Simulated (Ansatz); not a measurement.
`NC[SiH2]N` and `C[SiH](N)CN` differ in one atom or group.

Ansatz, PBE0-D4/def2-TZVP geometries, multiplicity 1. Each molecule was computed in one conformer, which needn't be the lowest.

```tsv
property	`NC[SiH2]N`
LUMO energy (B3LYP/def2-TZVPP) / eV	0.44
LUMO energy (ωB97M-V/def2-TZVPP) / eV	2.23
HOMO energy (PBE/def2-TZVPP) / eV	-5.39
HOMO–LUMO gap (B3LYP/def2-TZVPP) / eV	7.06
size of the dipole moment (B3LYP/def2-TZVPP) / D	1.07
HOMO energy (PBE0/def2-TZVPP) / eV	-6.84
```

**Question.** Give the same properties after the change, and the shifts. (Best estimate.)

**Answer.** The calculation gave: 
```csv
property,`C[SiH](N)CN`,shift
LUMO energy (B3LYP/def2-TZVPP) / eV,0.42,-0.02
LUMO energy (ωB97M-V/def2-TZVPP) / eV,2.14,-0.09
HOMO energy (PBE/def2-TZVPP) / eV,-5.12,0.27
HOMO–LUMO gap (B3LYP/def2-TZVPP) / eV,6.79,-0.27
size of the dipole moment (B3LYP/def2-TZVPP) / D,1.44,0.37
HOMO energy (PBE0/def2-TZVPP) / eV,-6.60,0.24
```

Dipoles are sizes alone; their direction can turn.

B3LYP here is the variant with VWN-RPA as its local correlation; programs differ in this.
